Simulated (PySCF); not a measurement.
# Field gradients at the hydrogen positions

CH8O3Si3.
SMILES with atom numbers: `[O:1]=[CH:2][SiH2:3][O:4][SiH2:5][O:6][SiH3:7]` (hydrogens: H8 on C2; H9, H10 on Si3; H11, H12 on Si5; H13, H14, H15 on Si7)

Structure used (PBE0-D3(BJ)/def2-SVP), in Å, numbered top down from 1:
```
atom  x, y, z in Å
O1    -4.2821    0.0900    0.2676
C2    -3.2721    0.7191    0.0673
Si3   -1.6070   -0.2098   -0.1745
O4    -0.4217    0.9158   -0.4290
Si5    1.1262    1.3907   -0.7573
O6     2.1684    0.1334   -0.5425
Si7    2.4352   -1.4220   -0.0340
H8    -3.2999    1.8450    0.0213
H9    -1.3348   -1.0043    1.0579
H10   -1.7480   -1.1235   -1.3448
H11    1.2015    1.8342   -2.1735
H12    1.4796    2.4869    0.1812
H13    2.8506   -1.4282    1.3989
H14    3.5089   -2.0245   -0.8716
H15    1.1791   -2.2210   -0.1798
```

Level: PBE0/pcSseg-1 (PySCF, non-relativistic); Q(2H) = 0.00286 b; rigid geometry, the same for H and D, with no vibrational averaging.

Problem. Tabulate Vzz, the asymmetry η and χzz = 234.96 MHz × Q × Vzz for every hydrogen position.

Solution. 
```
atom  bonded to  bond length (Å)  Vzz (au)     η  χzz (kHz)
  H8         C2            1.127    0.2406  0.02        162
  H9        Si3            1.491    0.1378  0.04         93
 H10        Si3            1.491    0.1378  0.03         93
 H11        Si5            1.486    0.1388  0.00         93
 H12        Si5            1.486    0.1389  0.00         93
 H13        Si7            1.492    0.1375  0.03         92
 H14        Si7            1.489    0.1394  0.03         94
 H15        Si7            1.496    0.1351  0.06         91
```

Problem. Average by the element that carries the hydrogen.

Solution. on C: 162 kHz over 1 position, mean bond length 1.127 Å; on Si: 93 kHz over 7 positions, mean bond length 1.490 Å.

Problem. How does χzz go with the bond length over the 7 Si–H bonds?

Solution. A straight-line fit has a slope of -2.3 kHz for each 0.01 Å, with a correlation coefficient of -0.86, over lengths from 1.486 to 1.496 Å. The longer bonds have the smaller couplings here.

Geometry: PBE0-D3(BJ)/def2-SVP, one conformer, isolated molecule. The small basis limits the accuracy of the gradients.

These values come from a run that also computed NMR shieldings. Time: 91 s (grids of density and orbitals included); peak memory 0.85 GiB. Hardware: an Intel Xeon at 2.50 GHz with one thread, on a shared host.
